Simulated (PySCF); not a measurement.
# Two-component Hartree-Fock for Hg⁴⁴⁺ (mercury, charge +44)

Start: [Kr]. Calculated with PySCF 2.14 in an even-tempered Gaussian basis (16 s from 5.8 bohr⁻², ratio 2.8; 14 p from 7.5 bohr⁻², ratio 2.8; 8 d from 13 bohr⁻², ratio 2.8; 4 f from 36 bohr⁻², ratio 3): generalised Hartree-Fock with the X2C-1e Hamiltonian and a Gaussian nucleus; one run each with spin-orbit coupling (SO) switched off, then screened by Boettger's factors.

| spinor shell | electrons | ε, spin-free (eV) | ε, screened SO (eV) | weight of nominal j (screened SO) | rms radius, screened SO (bohr) |
| --- | --- | --- | --- | --- | --- |
| 1s1/2 | 2 | -85735.4 | -85701.9 | 1.000 | 0.0187 |
| 2s1/2 | 2 | -17127.2 | -17116.5 | 1.000 | 0.0755 |
| 2p1/2 | 2 | -15082.6 | -16489.4 | 1.000 | 0.0639 |
| 2p3/2 | 4 | -15082.6 | -14533.8 | 1.000 | 0.0719 |
| 3s1/2 | 2 | -5701.5 | -5697.8 | 1.000 | 0.191 |
| 3p1/2 | 2 | -5096.5 | -5421.7 | 1.000 | 0.182 |
| 3p3/2 | 4 | -5096.5 | -4966.2 | 1.000 | 0.197 |
| 3d3/2 | 4 | -4466.7 | -4523.3 | 1.000 | 0.172 |
| 3d5/2 | 6 | -4466.7 | -4426.0 | 1.000 | 0.176 |
| 4s1/2 | 2 | -2614.5 | -2613.2 | 1.000 | 0.401 |
| 4p1/2 | 2 | -2388.9 | -2491.9 | 1.000 | 0.394 |
| 4p3/2 | 4 | -2388.9 | -2347.4 | 1.000 | 0.419 |

| quantity | spin-free | screened SO |
| --- | --- | --- |
| E (hartree) | -18313.03448 | -18345.38839 |
| M_J | 0 | 0 |
| ⟨J²⟩ | 0.000 | 0.000 |
| ⟨L²⟩ | 0.000 | 0.114 |
| ⟨S²⟩ | 0.000 | 0.114 |

Breit and QED terms are absent; they matter most for the inner s and p1/2 levels.

Densities and radii are taken from the X2C orbitals without a picture-change correction, which distorts them close to the nucleus.

Without spin-orbit coupling the j labels of p, d and f shells carry no meaning; the spin-free column gives the mean over the occupied spinors of each nl shell.
